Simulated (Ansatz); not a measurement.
Other settings, tried on SbMe2H (C₂H₇Sb).

```yaml
crystal:
  periodic: [false, false, false]
  atoms:
    - {symbol: Sb, position_ang: [-0.353881, -0.612509, 1.134991]}
    - {symbol: C, position_ang: [1.498602, -0.604235, -0.021967]}
    - {symbol: H, position_ang: [2.093944, 0.275312, 0.264440]}
    - {symbol: H, position_ang: [1.281376, -0.564716, -1.098615]}
    - {symbol: H, position_ang: [2.080468, -1.510292, 0.201205]}
    - {symbol: C, position_ang: [-1.266890, 1.002909, -0.016994]}
    - {symbol: H, position_ang: [-2.343179, 1.053881, 0.202839]}
    - {symbol: H, position_ang: [-1.120702, 0.839747, -1.094004]}
    - {symbol: H, position_ang: [-0.802757, 1.956291, 0.275738]}
    - {symbol: H, position_ang: [-1.066980, -1.836399, 0.152367]}
basis:
  gaussian: {orbitals: def2-SVPD}
hamiltonian: {xc: {name: SPW92}}
scf: {omitted_lower_state_checks: [starts]}
output: {forces: true}
```

```sh
$ ansatz run in.yaml --threads 4 --pin off --events-out ev --progress --plain --max-ram 3916MiB
```

Shortened log:

```
Functional definition: SPW92
1150 factors; their error is unknown
mean field evaluation 1: about -8677.1878 eV, gradient 7.8e1 eV
mean field evaluation 2: about -8640.6043 eV, gradient 1.2e2 eV
mean field evaluation 4: about -8692.2833 eV, gradient 6.7e0 eV
mean field evaluation 8: about -8692.4633 eV, gradient 1.0e-1 eV
mean field evaluation 16: about -8692.4281 eV, gradient 1.7e-4 eV
mean field -8692.42814337 eV, -319.4408423296 hartree, gradient 3.5e-5 eV, S^2 0.000000; 0 other end points of the search recorded, 0 dependent functions left out
reference -8692.42818409 eV, -319.4408438260 hartree; 21, 21 occupied and 107, 107 virtual orbitals, 1150 factors
Total energy: -8692.42818409 eV, -319.4408438260 hartree
Atom 0 at    -0.353881    -0.612509     1.134991 Å, force     0.140518     0.242071    -0.153745 eV/Å
Atom 1 at     1.498602    -0.604235    -0.021967 Å, force    -0.370980    -0.021430     0.238483 eV/Å
Atom 2 at     2.093944     0.275312     0.264440 Å, force     0.112977     0.213134     0.073591 eV/Å
Atom 3 at     1.281376    -0.564716    -1.098615 Å, force    -0.077407     0.019899    -0.255447 eV/Å
Atom 4 at     2.080468    -1.510292     0.201205 Å, force     0.118589    -0.208255     0.054231 eV/Å
Atom 5 at    -1.266890     1.002909    -0.016994 Å, force     0.166106    -0.332909     0.237696 eV/Å
Atom 6 at    -2.343179     1.053881     0.202839 Å, force    -0.240010    -0.001337     0.053490 eV/Å
Atom 7 at    -1.120702     0.839747    -1.094004 Å, force     0.056385    -0.056417    -0.255655 eV/Å
Atom 8 at    -0.802757     1.956291     0.275738 Å, force     0.127933     0.203718     0.074601 eV/Å
Atom 9 at    -1.066980    -1.836399     0.152367 Å, force    -0.034110    -0.058474    -0.067245 eV/Å
Dipole moment:     0.056911     0.098207    -0.089858 e Å
Checks for a lower state left out: starts
```

It took 0.8 s on 4 threads of Arm Neoverse V1 on a shared host.

In the def2 sets Sb takes a core potential; there is no spin–orbit coupling.
